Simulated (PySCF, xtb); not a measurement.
C₅H₅Cl, SMILES C=CC=C=CCl.

GFN2-xTB run with xtb 6.7.1 at its own geometry gives an orbital gap of 3.58 eV and a dipole moment of 1.93 D.

Geometry: PBE0-D3(BJ)/def2-SVP. The structure was generated by enumeration, and PubChem lists no compound with its InChIKey, so it may never have been made. One conformer was computed; it need not be the lowest.

Q: What does CAM-B3LYP/def2-TZVP run with PySCF give? (Estimate from the structure and the level; the computed values follow.)

A: gap 8.00 eV (levels -8.33 and -0.33 eV), dipole 1.81 D.
